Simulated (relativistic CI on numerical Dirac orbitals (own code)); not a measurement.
## Hyperfine structure of Se XVII, mass number 77

Method of calculation: Dirac-Coulomb-Breit CI, KLI orbitals optimised for each configuration, a model potential for QED, unscaled Slater integrals (own radial code, finite nucleus).

CI space (outside the closed core [Ne]): 3s2.3p6, 3s2.3p5.3d, 3s.3p6.3d, 3s2.3p5.4s, 3s2.3p5.4p, 3s2.3p5.4d, 3s.3p6.4s, 3s2.3p5.4f, 3p6.3d2, 3p5.3d3, 3p5.3d2.4s, 3p5.3d2.4p, 3p5.3d2.4d, 3p6.3d.4s, 3p5.3d.4s2, 3p5.3d.4s.4p, 3p5.3d.4s.4d. Double excitations out of closed p, d and f shells are left out; levels of such configurations are missing from the list, as are those of other unlisted configurations, and high levels can miss mixing partners. These lack a partner that the ground configuration has and come out too high: 3s2.3p5.4f.

Nuclear spin I = 1/2, μ = 0.53356 μN (tables of Stone and Pyykkö). The electronic factors are computed for point nuclear moments, without core polarisation or the Bohr-Weisskopf and QED corrections.

| Level | E (cm⁻¹) | A (MHz) |
| --- | --- | --- |
| 3s2.3p5.3d 3P°_1 | 657232 | 2054 |
| 3s2.3p5.3d 3P°_2 | 677346 | 498.5 |
| 3s2.3p5.3d 3F°_4 | 686784 | 6152 |
| 3s2.3p5.3d 3F°_3 | 691072 | 9384 |
| 3s2.3p5.3d 3F°_2 | 706775 | 11940 |
| 3s2.3p5.3d 3D°_3 | 738054 | 5454 |
| 3s2.3p5.3d 3D°_1 | 760092 | -563.5 |
| 3s2.3p5.3d 3D°_2 | 780272 | -4309 |

Levels with J = 0, under 50 % of one LS term, or S terms without an open s electron are left out. Small factors come from cancelling terms and can be off by tens of per cent or more.

At this charge energies of transitions that change n are usually good to better than 1 %, and those within a shell (Δn = 0) to a few per cent.

(1) Give the hyperfine levels of 3s2.3p5.3d 3F°_4 relative to its centre of gravity.

Answers

(1) With K = F(F + 1) − I(I + 1) − J(J + 1), E = AK/2: F = 7/2: -15380, F = 9/2: 12300 MHz.

LS names give the leading component of a level, which can be under half, so a name can repeat, a term be missing and a line seem to break the LS rules.
